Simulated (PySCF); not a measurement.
**Correlation energy of Ar²⁺ (argon, charge +2)**

Starting occupation: [Ne] 3s1 3p5, 3s1/2 with m_j = +1/2, 3p1/2 with m_j = -1/2, +1/2, 3p3/2 with m_j = -1/2, +1/2, +3/2. Computed with PySCF 2.14 in x2c-SVPall-2c with one added diffuse shell each of s, p type (5s5p1d, 25 functions), with X2C-1e with screened-nucleus spin-orbit coupling, Gaussian nucleus. Frozen: [Ne]; 6 electrons correlated.

MP2 pair energies summed by pair of shells (mhartree):

```
 pair   energy  share (%)
3p-3p  -131.42       93.1
3p-3s    -9.72        6.9
```

Total MP2 correlation energy: -141.14 mhartree.

The GHF reference relaxed away from the jj start to a determinant that is no pure jj level (⟨S²⟩ = 2.01, ⟨J²⟩ = 6.01); the energies belong to that determinant.
